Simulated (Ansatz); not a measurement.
Isolated molecules relaxed with PBE0-D4/def2-TZVP in Ansatz; ΔE leaves out vibrations. CCSD(T)/CBS is the MP2 limit (def2-TZVPP, def2-QZVPP) plus CCSD(T) − MP2 in def2-TZVPP, frozen cores. Functionals use def2-TZVPP. Open shells (•) are unrestricted, without spin–orbit coupling. Spin–orbit coupling would lower the free atoms: clearly for Br. Bonds to Br are less sure, by a few kJ/mol each and by 10 to 20 or more in all where they break to atoms, as the def2 sets lack core-valence functions. Scalar relativity is left out up to krypton. Each species was taken in one conformer, which may not be the lowest.

Consider the homolysis of the Br–Si bond: `C=C[SiH](Cl)Br` → Br• + `C=C[SiH]Cl`•.

**Question.** What is ΔE at CCSD(T)/CBS? (Best estimate.)

**Answer.** Computed: +4.43 eV.

**Question.** What do these levels give: r2SCAN-D4, RPA@PBE/def2-TZVPP, HF/def2-SVP, HF/def2-TZVPP, SCS-MP2/def2-TZVPP, MP2/CBS(def2)? (Estimate.)

**Answer.** Ansatz gave: r2SCAN-D4 4.17, RPA@PBE/def2-TZVPP 3.82, HF/def2-SVP 3.06, HF/def2-TZVPP 3.10, SCS-MP2/def2-TZVPP 4.48, MP2/CBS(def2) 4.82 eV.

Largest T1 diagnostic among the species: 0.026.

The D4 term adds +0.13 eV with B3LYP and +0.07 eV with PBE0; it sums over pairs of atoms, weighted by their polarisabilities, and B3LYP, whose exchange is more repulsive, gets the larger term. From r2SCAN to r2SCAN0 (25 % exact exchange), in def2-TZVPP and without D4, ΔE moves by −0.04 eV: exact exchange takes away binding that semilocal exchange gives to molecules. In def2-TZVPP, CCSD(T) changes the Hartree–Fock value by +1.11 eV (the triples alone add +0.10 eV) and MP2 by +1.50 eV; breaking electron pairs costs correlation energy, which Hartree–Fock lacks.

B3LYP here is the variant with VWN-RPA as its local correlation; programs differ in this.
